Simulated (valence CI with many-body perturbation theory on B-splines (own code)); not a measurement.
## Hg IX in brief

Level of theory: configuration interaction combined with many-body perturbation theory (CI+MBPT): four valence electrons over a frozen Dirac-Fock core [Xe] 4f14, a basis of 7 s, 7 p, 8 d, 6 f, 4 g, 1 h functions for each j, with the one-electron correlation potential Σ1 (screened to all orders), the two-electron term Σ2, the three-electron term Σ3, Breit, model QED; selected single and double excitations, second order for the rest, scaled by the run's own slope (own B-spline code, finite nucleus).

No measured levels were compared; by estimate terms of the open shell hold to 2 to 4 % of their energy, and close levels can change places; different configurations can be misplaced against each other by 1,000 to 8,000 cm⁻¹. Only levels of the ground parity were solved; by the run's estimate the other parity begins above the list, which can be wrong where configurations are misplaced.

Levels are named by their leading jj configuration (3d3/2^4 stands for four electrons in 3d with j = 3/2), which in mixed levels can hold well under half, so a name can repeat and another be missing.

Rates and lifetimes use the calculated energies. Strong lines usually hold to 10 to 20 %, long lifetimes can be off by a factor of two.

Q: What is the ground level?

A: (5d3/2^4) J=0, composition 50 % 5d4 5D + 44 % 5d4 3P + 6 % 5d4 1S.

Q: Name the longest-lived excited levels whose lifetime is computed, and their main decay.

A: (5d3/2^3 5d5/2) J=4 at 26003 cm⁻¹ lives 106 s, mostly by M1 to (5d3/2^3 5d5/2) J=3.

Q: How well does LS coupling describe the low levels?

A: Among the lowest 20 levels the leading LS term, summed over configurations, holds 57 % on average. For single configurations the figures are 57 % in LS and 77 % in jj coupling. Terms mix most in the J = 4 level at 26003 cm⁻¹, where the leading one holds 34 %.

Q: What is the ionisation energy?

A: 135.18 eV; NIST lists 134 ± 2.2 eV (theoretical).
